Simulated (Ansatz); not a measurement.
CH6AlO2P, singlet, geometry from GFN2-xTB (such geometries of metal compounds can be far from the true shape); Ansatz (a first-principles code) with PBE/def2-SV(P).

Input for Ansatz:
Ansatz 0.2 input:
```yaml
crystal:
  periodic: [false, false, false]
  atoms:
    - {symbol: Al, position_ang: [-0.40072380, -0.13351668, 0.22931153]}
    - {symbol: O, position_ang: [-1.70376520, -0.60689247, 1.12069561]}
    - {symbol: H, position_ang: [-2.48496654, -0.91511737, 1.55682547]}
    - {symbol: O, position_ang: [-0.00708539, -0.62066741, -1.30361833]}
    - {symbol: C, position_ang: [0.26588114, -1.05822075, -2.60053752]}
    - {symbol: H, position_ang: [-0.36951636, -1.90988189, -2.85597857]}
    - {symbol: H, position_ang: [0.07775489, -0.25088792, -3.31259288]}
    - {symbol: H, position_ang: [1.31327706, -1.36214016, -2.67795419]}
    - {symbol: P, position_ang: [1.03867973, 1.39480973, 1.21101852]}
    - {symbol: H, position_ang: [2.17279920, 0.70603974, 0.78286003]}
    - {symbol: H, position_ang: [1.01138285, 0.71536181, 2.42711934]}
basis:
  gaussian:
    orbitals: def2-SV_P_.json
hamiltonian:
  xc: pbe
```
The basis file holds def2-SV(P) in the JSON format of the Basis Set Exchange.

The log (banner, timings and long lists left out):

```
Functional definition: PBE
1144 factors; their error is unknown
mean field evaluation 1: about -21080.1145 eV, gradient 8.3e1 eV
mean field evaluation 2: about -21020.3771 eV, gradient 1.8e2 eV
mean field evaluation 4: about -21093.0895 eV, gradient 1.3e1 eV
mean field evaluation 8: about -21093.4936 eV, gradient 7.0e-2 eV
mean field evaluation 16: about -21093.4498 eV, gradient 9.5e-6 eV
mean field -21093.44982948 eV, -775.1699835796 hartree, gradient 9.5e-6 eV, S^2 0.000000; 0 other end points of the search recorded, 0 dependent functions left out
reference -21093.44987104 eV, -775.1699851069 hartree; 28, 28 occupied and 62, 62 virtual orbitals, 1144 factors
Total energy: -21093.44987104 eV, -775.1699851069 hartree
```
